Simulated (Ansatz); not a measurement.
C₂H₈AlFSi (`C[SiH]([AlH2])CF`), relaxed with RKS PBE-D4/def2-SVP in the Gaussian-basis code of Ansatz from a rough embedded geometry. The force threshold is 0.03 eV/Å; the program also tests the step.

Charge 0, multiplicity 1.

Start:

```xyz
13

C     1.726   -0.135   -0.297
Si    0.026   -0.318    0.428
Al   -0.687    1.814    1.061
C    -1.229   -0.985   -0.775
F    -0.772   -2.268   -1.209
H     2.053   -1.213   -0.641
H     1.663    0.483   -1.200
H     2.392    0.237    0.430
H     0.085   -1.227    1.643
H    -2.120    2.006    1.794
H     0.262    3.081    0.858
H    -2.195   -1.078   -0.341
H    -1.203   -0.398   -1.750
```

Question: By how much does the energy fall, and how many steps does the optimiser take? (Estimate.)

Answer: Computed: 46.29 kJ/mol, in 16 steps, 1 of them rejected.

Question: Which bonds change most? (Estimate.)

Answer: Computed: Si2–Al3 from 2.336 to 2.469 Å; C1–H6 from 1.178 to 1.109 Å; Si2–C4 from 1.862 to 1.923 Å; C1–H8 from 1.055 to 1.108 Å.

Question: Give the relaxed structure. (Estimate.)

Answer: The calculation gave: 
```xyz
13

C     1.744   -0.214   -0.442
Si    0.056   -0.228    0.427
Al   -0.759    1.981    1.172
C    -1.190   -1.103   -0.749
F    -0.671   -2.344   -1.133
H     1.963   -1.238   -0.809
H     1.747    0.472   -1.314
H     2.555    0.098    0.246
H     0.161   -1.109    1.655
H    -2.327    2.334    1.178
H     0.273    3.100    1.687
H    -2.176   -1.256   -0.253
H    -1.374   -0.494   -1.665
```
